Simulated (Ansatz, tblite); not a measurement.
Forces on Sn22H28, a nanocrystal cut from cubic tin at its PBE-D4/def2-SVP geometry. Total charge 0; singlet.

In the def2 sets Sn takes a core potential; there is no spin–orbit coupling. The xTB rows come from tblite. Single mean-field runs in def2-TZVP are fitted with def2-universal-jkfit.

GFN2-xTB (tblite), largest force 0.51 eV/Å:

```xyz
50
positions Å, forces eV/Å
Sn    4.046    2.282    1.795   -0.091   -0.006    0.124
Sn    4.038    1.086   -2.705   -0.091   -0.072   -0.106
Sn    0.374    4.345    3.636    0.037   -0.098   -0.040
Sn    1.399    0.009    4.778    0.064    0.127   -0.055
Sn    1.361   -1.172    0.312    0.043   -0.035    0.009
Sn   -1.287   -3.490    3.309   -0.069   -0.051   -0.129
Sn   -2.291    0.861    2.141   -0.181    0.167   -0.074
Sn   -1.294   -4.673   -1.125   -0.069    0.021    0.138
Sn    0.346    3.121   -0.834   -0.209    0.142   -0.037
Sn    0.360    1.952   -5.322    0.040   -0.066    0.084
Sn   -2.298   -0.320   -2.279   -0.181    0.181   -0.019
Sn    1.392   -2.374   -4.146    0.067    0.139   -0.018
Sn   -4.982   -2.632    0.708    0.113   -0.001    0.000
Sn    2.474    2.532    4.123   -0.024    0.002   -0.019
Sn    2.481    1.334   -0.359    0.493    0.125   -0.034
Sn    2.462    0.139   -4.843   -0.026    0.012    0.015
Sn   -1.213    3.392    1.505    0.006    0.226    0.174
Sn   -0.199   -0.964    2.660    0.070   -0.239    0.446
Sn   -0.205   -2.160   -1.824    0.070   -0.433   -0.268
Sn   -2.884   -4.449    1.193   -0.005    0.032   -0.010
Sn   -3.902   -0.112    0.035   -0.258   -0.116    0.032
Sn   -1.218    2.189   -2.993    0.004    0.112   -0.263
H     4.740    3.820    1.373   -0.032   -0.381    0.038
H     5.369    1.190    2.078   -0.179    0.290   -0.133
H     5.363   -0.001   -2.412   -0.178    0.319   -0.027
H     4.729    2.632   -3.105   -0.031   -0.349    0.156
H     1.017    5.912    3.246   -0.194   -0.201    0.145
H    -0.597    4.530    5.066    0.159    0.102   -0.252
H     2.678   -1.122    5.108   -0.324    0.166    0.034
H     0.438    0.123    6.223    0.236   -0.150   -0.263
H     2.664   -2.295    0.611   -0.333    0.282   -0.076
H     0.001   -4.609    3.642   -0.263    0.245    0.068
H    -2.230   -3.356    4.765    0.304   -0.060   -0.226
H    -3.267    0.998    3.582    0.229   -0.058   -0.273
H    -0.008   -5.813   -0.863   -0.264    0.180   -0.179
H    -2.247   -5.277   -2.448    0.306    0.059    0.223
H     1.020    4.677   -1.251   -0.097   -0.336    0.090
H     1.002    3.504   -5.769   -0.195   -0.246   -0.025
H    -0.616    1.398   -6.650    0.159    0.214    0.167
H    -3.274   -0.919   -3.596    0.229    0.086    0.265
H     2.674   -3.514   -3.866   -0.325    0.126   -0.112
H     0.434   -3.002   -5.455    0.235    0.002    0.304
H    -5.988   -2.491    2.119    0.056   -0.032   -0.308
H    -5.987   -3.216   -0.584    0.056    0.127    0.283
H     3.460    3.115    5.439   -0.086   -0.080   -0.137
H     3.444   -0.014   -6.277   -0.085    0.000    0.161
H    -2.520    4.506    1.192    0.226   -0.231    0.027
H    -3.544   -6.010    1.608    0.093    0.151   -0.039
H    -5.191    1.025   -0.268    0.267   -0.181    0.048
H    -2.524    3.313   -3.274    0.226   -0.214    0.091
```

PBE-D4/def2-TZVP (Ansatz), largest force 0.10 eV/Å:

```
Sn 0.040 0.013 -0.002
Sn 0.041 0.009 -0.006
Sn -0.006 0.033 0.022
Sn 0.006 -0.016 0.038
Sn 0.023 -0.020 0.005
Sn 0.003 -0.023 0.034
Sn -0.016 -0.003 0.027
Sn 0.002 -0.036 -0.018
Sn 0.017 0.027 -0.007
Sn -0.001 0.015 -0.036
Sn -0.014 -0.017 -0.023
Sn 0.008 -0.031 -0.026
Sn -0.037 -0.013 0.003
Sn 0.020 0.012 0.026
Sn -0.007 -0.001 0.001
Sn 0.019 -0.003 -0.029
Sn -0.026 0.021 -0.006
Sn 0.000 0.005 -0.003
Sn 0.001 0.002 0.001
Sn -0.014 -0.031 0.009
Sn -0.027 0.024 -0.007
Sn -0.026 0.026 -0.006
H -0.036 -0.092 0.024
H -0.077 0.066 -0.019
H -0.075 0.067 -0.015
H -0.036 -0.092 0.024
H -0.041 -0.090 0.027
H 0.057 -0.005 -0.084
H -0.076 0.066 -0.017
H 0.059 -0.010 -0.083
H -0.074 0.060 -0.017
H -0.076 0.066 -0.016
H 0.057 -0.011 -0.084
H 0.059 -0.007 -0.080
H -0.076 0.067 -0.018
H 0.059 0.031 0.075
H -0.036 -0.087 0.023
H -0.041 -0.090 0.022
H 0.057 0.038 0.076
H 0.058 0.033 0.074
H -0.077 0.065 -0.018
H 0.057 0.032 0.077
H 0.054 -0.010 -0.085
H 0.054 0.037 0.079
H -0.056 -0.033 -0.074
H -0.056 0.009 0.083
H 0.073 -0.064 0.017
H 0.038 0.090 -0.023
H 0.074 -0.064 0.017
H 0.070 -0.062 0.018
```

BHLYP-D4/def2-TZVP (Ansatz), largest force 0.46 eV/Å:

```
Sn 0.171 0.035 -0.041
Sn 0.172 0.046 0.017
Sn -0.038 0.156 0.087
Sn 0.009 -0.104 0.143
Sn 0.104 -0.090 0.024
Sn 0.043 -0.064 0.159
Sn -0.070 -0.011 0.138
Sn 0.040 -0.135 -0.106
Sn 0.087 0.126 -0.033
Sn -0.033 0.088 -0.154
Sn -0.066 -0.079 -0.116
Sn 0.012 -0.159 -0.074
Sn -0.177 -0.033 0.009
Sn 0.102 0.052 0.128
Sn -0.050 -0.016 0.005
Sn 0.101 -0.019 -0.137
Sn -0.129 0.078 -0.054
Sn -0.002 0.024 -0.042
Sn 0.000 0.036 0.025
Sn -0.059 -0.155 0.042
Sn -0.094 0.129 -0.036
Sn -0.130 0.100 0.008
H -0.172 -0.376 0.100
H -0.328 0.262 -0.072
H -0.326 0.264 -0.066
H -0.172 -0.377 0.100
H -0.158 -0.385 0.093
H 0.235 -0.047 -0.351
H -0.312 0.276 -0.086
H 0.232 -0.028 -0.356
H -0.331 0.281 -0.076
H -0.311 0.276 -0.085
H 0.229 -0.029 -0.358
H 0.255 -0.036 -0.364
H -0.311 0.284 -0.062
H 0.233 0.151 0.320
H -0.167 -0.396 0.106
H -0.159 -0.378 0.113
H 0.236 0.136 0.328
H 0.254 0.150 0.334
H -0.314 0.280 -0.063
H 0.229 0.154 0.323
H 0.246 -0.032 -0.344
H 0.246 0.147 0.314
H -0.257 -0.153 -0.343
H -0.256 0.040 0.377
H 0.338 -0.293 0.078
H 0.174 0.409 -0.107
H 0.338 -0.292 0.079
H 0.334 -0.291 0.078
```
